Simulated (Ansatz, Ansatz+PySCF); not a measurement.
```xyz
11

C     0.0000   -0.2363   -1.1693
C     0.0000    0.5331    0.0000
C     0.0000   -0.2363    1.1693
H     0.0000    0.3431   -2.0001
H     0.8165   -0.8361   -1.2151
H    -0.8165   -0.8361   -1.2151
H    -0.8088    1.1473    0.0000
H     0.8088    1.1473    0.0000
H     0.0000    0.3431    2.0001
H    -0.8165   -0.8361    1.2151
H     0.8165   -0.8361    1.2151
```

Basis set: def2-SVP (spherical functions). Correlated methods keep 3 orbitals frozen. Charge 0, multiplicity 1.

Computed with Ansatz (development build ahead of 0.2.0); each method stands on the lowest determinant of its kind that the runs found. Restricted open shells among the atoms or ions are ROHF, correlated in semicanonical orbitals with singles.

The atomization energy at this shape (free ground-state atoms in the same class of orbitals less the molecule, no zero-point energy) of singlet C₃H₈:

```tsv
method	atomization energy
RHF-MP2	40.28 eV
UHF-MP2	40.26 eV
RHF	32.70 eV
UHF	32.37 eV
```

Question: What does RHF-CCSD(T) give?

Answer: 40.19 eV. Caution: the shape is not the minimum.
